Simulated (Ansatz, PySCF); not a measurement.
Species: fluoro selenohypofluorite, SeF$_{2}$, net charge 0, singlet state. 
Structure (B3LYP-D3(BJ)/def2-TZVP (Ansatz, a quantum-chemistry and plane-wave program) minimum search):
SMILES: F[Se]F
```xyz
3

Se     0.0193    -0.0172     0.4006
F      0.6474     1.1463    -0.7415
F     -0.7202    -1.0811    -0.7717
```

Total electronic energies in hartree. Correlated levels leave the core frozen unless marked. No spin-orbit coupling. The frozen core is the preceding noble-gas configuration, with the filled d and f shells of earlier blocks. Non-relativistic. CBS marks a two-point X^-3 extrapolation of the correlation energy; Hartree-Fock from the larger set. The bracket is a focal-point correction in the basis named.

```csv
level,program,energy (Eh)
HF/6-31G*,Ansatz,-2598.35401
HF/cc-pVTZ,Ansatz,-2598.79007
HF/cc-pVQZ,Ansatz,-2598.81518
RI-HF/aug-cc-pVTZ,Ansatz,-2598.79698
PBE-D4/def2-TZVPD,Ansatz + dftd4,-2600.76099
revPBE-D3(BJ)/def2-TZVPD,Ansatz + dftd3,-2601.03990
revPBE-D4/def2-TZVPD,Ansatz + dftd4,-2601.04168
TPSS/def2-TZVPD,PySCF,-2601.24451
r2SCAN-D3(BJ)/def2-TZVPD,Ansatz + dftd3,-2601.20199
BHLYP-D3(BJ)/def2-TZVPD,Ansatz + dftd3,-2601.20495
r2SCANh/def2-TZVPD,Ansatz,-2601.18386
r2SCAN0/def2-TZVPD,Ansatz,-2601.15849
PW6B95-D4/def2-TZVPD,PySCF + dftd4,-2602.58831
M06-2X/def2-TZVPD,PySCF,-2601.24735
MN15-D3(BJ)/def2-TZVPD,PySCF + dftd3,-2601.45980
LC-wPBE-D4/def2-TZVPD,Ansatz + dftd4,-2600.85995
wB97X-V/def2-TZVPD,Ansatz,-2601.00557
B2GP-PLYP-D3(BJ)/def2-TZVPD,Ansatz + dftd3,-2600.60250
B2PLYP-D3(BJ)/def2-TZVPD,Ansatz + dftd3,-2600.78256
CCSD/cc-pVTZ,Ansatz,-2599.45814
"CCSD/CBS(cc-pVTZ,cc-pVQZ)",Ansatz,-2599.5834
"RI-MP2/CBS(aug-cc-pVTZ,aug-cc-pVQZ)+[CCSD(T)-MP2]/aug-cc-pVTZ",Ansatz,-2599.6196
"CCSD(T)/CBS(cc-pVTZ,cc-pVQZ)",Ansatz,-2599.6143
```

Totals of different functionals don't rank their quality; only differences between species are comparable.
